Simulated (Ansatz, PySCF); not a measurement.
Gas-phase reaction (SMILES): BOC + O (H2O) -> BO (H3BO) + CO (CH4O); water cleaves one B-O bond, a model of a ligand-exchange step.

Structures are relaxed separately at B3LYP-D3(BJ)/def2-TZVP in Ansatz (a first-principles code), one conformer each, not searched for the lowest. Valence correlation only, unless marked. No spin-orbit coupling. No relativistic terms. Basis-set limits of correlation are two-point, X^-3; Hartree-Fock from the larger set. Thermal terms are rigid-rotor harmonic-oscillator values from B3LYP-D3(BJ) frequencies (Ansatz or PySCF) at 298.15 K and 1 atm. 1 Eh = 627.5095 kcal/mol.

```json
[
 {"species": "BOC", "E, CCSD(T)/CBS(cc-pVTZ,cc-pVQZ) (Ansatz) (Eh)": "-141.03734", "E, PBE0-D4/def2-TZVPD (Ansatz + dftd4) (Eh)": "-141.09111", "H - E (Eh)": "0.06882"},
 {"species": "O (H2O)", "E, CCSD(T)/CBS(cc-pVTZ,cc-pVQZ) (Ansatz) (Eh)": "-76.37426", "E, PBE0-D4/def2-TZVPD (Ansatz + dftd4) (Eh)": "-76.38102", "H - E (Eh)": "0.02495"},
 {"species": "BO (H3BO)", "E, CCSD(T)/CBS(cc-pVTZ,cc-pVQZ) (Ansatz) (Eh)": "-101.79827", "E, PBE0-D4/def2-TZVPD (Ansatz + dftd4) (Eh)": "-101.82827", "H - E (Eh)": "0.03929"},
 {"species": "CO (CH4O)", "E, CCSD(T)/CBS(cc-pVTZ,cc-pVQZ) (Ansatz) (Eh)": "-115.60979", "E, PBE0-D4/def2-TZVPD (Ansatz + dftd4) (Eh)": "-115.64059", "H - E (Eh)": "0.05533"}
]
```

Q: Work out ΔE and ΔH at 298.15 K at the first level, then ΔH at the second.

A: 
1. ΔE = [(-101.79827) + (-115.60979)] - [(-141.03734) + (-76.37426)] = 0.00354 Eh = 2.2 kcal/mol at CCSD(T)/CBS(cc-pVTZ,cc-pVQZ).
2. The terms H - E add up to 0.00085 Eh, so ΔH = (0.00354 + (0.00085))×627.5095 = 2.8 kcal/mol.
3. At PBE0-D4/def2-TZVPD the same steps give ΔE = 2.1 and ΔH = 2.6 kcal/mol, a shift of -0.2 from the first level.
4. These values are not checked against measurement here, since the tables used lack a sound gas-phase enthalpy of formation for at least one species.
